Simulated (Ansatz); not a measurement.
Clusters of 5 atoms, IV-VI: PBE0-D4/def2-SVP single points in Ansatz on relaxed structures, gas phase. Each cluster is the lowest isomer that a short search found in that spin, judged at the geometry's level, and lower ones may exist. Core potentials for Pb, Sn, Te, no spin–orbit coupling. Binding counts from free atoms in the multiplicity of their measured ground term, without zero-point energy. The structures are stationary points that may keep the symmetry of their start.

Estimate the order by gap (eV), lowest first.
A. SnSe4 (singlet)
B. Pb2Se3 (singlet)
C. Pb2S3 (singlet)
D. Ge2Te3 (singlet)
E. Sn2Te3 (singlet)

E (3.18), A (3.24), D (3.55), B (4.07), C (4.37).

In full:

```
species  atoms    state            geometry  HOMO (eV)  LUMO (eV)  gap (eV)  binding per atom (eV)  point group (within 0.1 Å)
 Ge2Te3      5  singlet   B3LYP-D4/def2-SVP      -6.51      -2.96      3.55                   2.58                         C2v
 Pb2Se3      5  singlet     PBE-D4/def2-SVP      -5.94      -1.87      4.07                   2.73                         C2v
 Sn2Te3      5  singlet    PBE0-D4/def2-SVP      -5.80      -2.62      3.18                   2.53                         C2v
  Pb2S3      5  singlet  r2SCAN-D4/def2-SVP      -6.14      -1.78      4.37                   2.91                         C2v
  SnSe4      5  singlet     PBE-D4/def2-SVP      -5.98      -2.74      3.24                   2.50                           –
```

The gap (eV) runs from 3.18 (Sn2Te3) to 4.37 (Pb2S3).
